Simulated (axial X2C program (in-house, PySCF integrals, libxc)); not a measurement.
**What spin–orbit coupling does to InPt⁺**

All values were computed with an in-house all-electron X2C program for linear molecules (integrals from PySCF). Spin-free means the one-electron spin-free X2C Hamiltonian; two-component (2c) means X2C with spin–orbit coupling and atomic mean-field two-electron Coulomb and Gaunt terms, so the difference of the two also holds small scalar two-electron terms. Basis: Pt dyall-v2z [11s12p9d5f], In dyall-v2z [9s10p7d] (cores contracted in-house); Gaussian nuclei, density fitting, unrestricted open shells. Masses: Pt 194.965 u, In 114.904 u.

Spin-free state: M_S = 0, Λ = 0 (closed shell); fragments Pt + In+.

| level | Re (Å) | ωe (cm⁻¹) | De (eV) | μ (D) |
| --- | --- | --- | --- | --- |
| PBE0 | 2.506 | 181.5 | 1.263 | 3.44 |
| BLYP | 2.548 | 172.7 | 1.300 | 3.18 |
| BHandHLYP | 2.542 | 166.2 | 0.862 | 3.67 |

Dipoles are positive if In is the positive end and refer to the centre of mass.

Two-component determinant lowest at the distance of the search:

Ω = 3 (⟨Sz⟩ = 1.00, ⟨Lz⟩ = 2.00 at PBE0); fragments Pt + In+.

| level | Re (Å) | ωe (cm⁻¹) | De (eV) | μ (D) |
| --- | --- | --- | --- | --- |
| PBE0 | 2.646 | 137.4 | n/a | 3.31 |
| BLYP | 2.695 | 128.7 | 1.131 | 3.54 |
| BHandHLYP | 2.695 | 124.3 | 1.079 | 3.36 |

(1) From the two tables, how do the constants change at the PBE0 level (2c against spin-free)?

The state is one determinant whose occupation by symmetry is held fixed; it was picked as the lowest of a PBE0 search that is not exhaustive. Closed shells are restricted here (equal orbitals for both partners); the stretched side of such a curve lies too high. De is counted from the lowest determinant-based energies of the atoms at the same level, without counterpoise correction. De is not given where an atomic determinant may have missed its ground term or J level, or where the truncated virtual space spoils (T). Density functionals use the spin component along the axis (collinear). Other states lie close and PBE0, whose exact exchange favours high spin, may order them wrongly; the determinant shown need not be the ground state. The nearest other spin-free determinant of the search, M_S = 1, Λ = 2, lies 0.05 eV up at the distance of the search. The functionals have no current-density term, which raises determinants with orbital currents, atoms included. With several unpaired electrons one determinant need not be a pure state. At some level and bond length an empty orbital lies below a filled one.

Results:

(1) At the PBE0 level Re increases by 0.140 Å and ωe decreases by 44.1 cm⁻¹. The two determinants differ in configuration, so these shifts compare two states and are not the spin–orbit effect on one state.
